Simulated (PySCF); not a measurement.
C3H6, SMILES C1CC1. Geometry optimised at PBE0-D3(BJ)/def2-TZVP.

### Question
Give the equilibrium geometry at PBE0-D3(BJ)/def2-TZVP (PySCF confirms it by a frequency run) as a Z-matrix, and its point group. (The exact figures need the calculation; the answer reports its results.)

### Answer
point group D3h.
```
C
H 1 1.0828
H 1 1.0828 2 114.31
C 1 1.4970 2 118.02 3 145.50
H 4 1.0828 1 118.02 2 -144.22
H 4 1.0828 5 114.31 1 -145.50
C 1 1.4970 2 118.02 3 -145.50
H 7 1.0828 1 118.02 2 144.22
H 7 1.0828 8 114.31 1 145.50
```
